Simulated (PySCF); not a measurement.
C₃H₉Si (doublet state).
Numbering: `[CH3:1][Si:2]([CH3:3])[CH3:4]` (hydrogens: H5, H6, H7 on C1; H8, H9, H10 on C3; H11, H12, H13 on C4)

Computed, not measured: UKS B3LYP, pcH-1 on C H Si, non-relativistic, mean-field spin-orbit, GIAO (PySCF). Isolated species at its GFN2-xTB geometry, gas phase. A GFN2-xTB geometry isn't a minimum of the functional, and hyperfine couplings can be far from their values at a DFT geometry, by a factor of two or more for some ions and for spin on atoms past the first row. The SCF solution wasn't tested for stability.

Principal values of hyperfine tensors in MHz (contact, dipolar and spin–orbit terms together), for some of the nuclei:

| atom | isotope | A1 | A2 | A3 | alike by the symmetry of this geometry |
| --- | --- | --- | --- | --- | --- |
| H11 | 1H | 50.90 | 54.78 | 58.91 | H5, H8 |
| C3 | 13C | 29.16 | 29.46 | 41.76 | C1, C4 |
| H10 | 1H | -3.00 | -1.14 | 8.27 | H6, H7, H9, H12, H13 |

**Question.** Give the isotropic coupling of each nucleus in MHz and in mT (g = 2.0034), and the anisotropic part.

**Answer.** a_iso = (A1 + A2 + A3)/3, Ti = Ai − a_iso; 1 mT corresponds to 28.040 MHz. The tensors hold a spin–orbit part: the run splits a_iso into a_FC + a_SO, and T includes its anisotropic share.

```
atom  a_iso (MHz)   a_FC  a_SO  a_iso (mT)     T1     T2    T3
 H11        54.86  54.86  0.00       1.957  -3.96  -0.08  4.04
  C3        33.46  33.44  0.02       1.193  -4.30  -4.00  8.30
 H10         1.38   1.37  0.00       0.049  -4.38  -2.51  6.89
```

**Question.** What spin density at the nucleus of C3 lies behind its contact coupling (g_N = 1.40482)?

**Answer.** a_FC = 800.24 MHz bohr³ × g_N × ρ(0)/(2S). With a_FC = 33.44 MHz and 2S = 1, ρ(0) = 0.02974 bohr⁻³.

**Question.** Si2 (29Si, g_N = -1.11058) isn't in the table. Its spin density at the nucleus is 0.554 bohr⁻³. What is its contact coupling?

**Answer.** By the same relation, a_FC = -492.4 MHz. The spin–orbit term adds +0.97 MHz. Its full tensor has the principal values -658.03, -408.10, -408.09 MHz.

**Question.** Name the largest traceless tensor T of the table and describe it.

**Answer.** C3: -4.3, -4.0, 8.3 MHz, nearly axial, close to the ratio −1:−1:+2.

**Question.** What first-order splitting does C3 cause when the field lies along A1, A2 or A3 of its tensor (g taken as isotropic, no quadrupole term)?

**Answer.** 2 lines (I = 1/2), spaced by |A_i|/(g × 13.996): 1.04, 1.05, 1.49 mT along the axes of A1, A2 and A3.
